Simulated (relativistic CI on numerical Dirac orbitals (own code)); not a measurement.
Co+ in a cubic cluster: 2p photoemission with charge transfer

Computed with a charge-transfer multiplet model of a cubic metal-ligand cluster with up to 2 ligand holes, Slater and spin-orbit integrals from Dirac-Coulomb-Breit ions, Slater integrals scaled by 0.7. The ground state mixes d8 with configurations of k ligand holes L, whose averages lie at kΔ + k(k − 1)U_dd/2; a core hole lowers each added d electron by U_cd. 300 K, Lorentzian 0.6 eV and Gaussian 0.8 eV FWHM.

Atomic integrals in eV (Slater integrals scaled, ζ unscaled), ground: F2dd 7.249, F4dd 4.465, zeta_d 0.056; with the core hole: F2dd 8.635, F4dd 5.365, zeta_d 0.084, zeta_core 9.670, F2cd 5.102, G1cd 3.822, G3cd 2.172.

Cluster parameters (eV): U_dd = 6.3, U_cd = 7.6, 10Dq = 0.55, 10Dq(ligand) = 1, V(eg) = 1.7, V(t2g) = -0.8, final-state hopping factor = 1.

Weights, n_d and S are thermal averages at 300 K. Binding energies count from the first peak over 30 % of the highest in each spectrum, which can be another peak from case to case. The parameters are a model scan and need not match a compound or its usual spin state. Peaks in eV (height, largest 100): 0.0 (100), 5.0 (68), 7.8 (26), 9.2 (15), 14.8 (49), 19.7 (35), 22.4 (21).

(1) Which parameters give this spectrum?
A. Δ = 3.4 eV
B. Δ = 6.4 eV
C. Δ = 4.4 eV
D. Δ = 2.4 eV
E. Δ = 5.4 eV

## Answers

(1) A. Δ = 3.4 eV; the ground state then has 8.21 d electrons and S = 1.00. The choice follows from running the model for each set and comparing peak positions and heights.
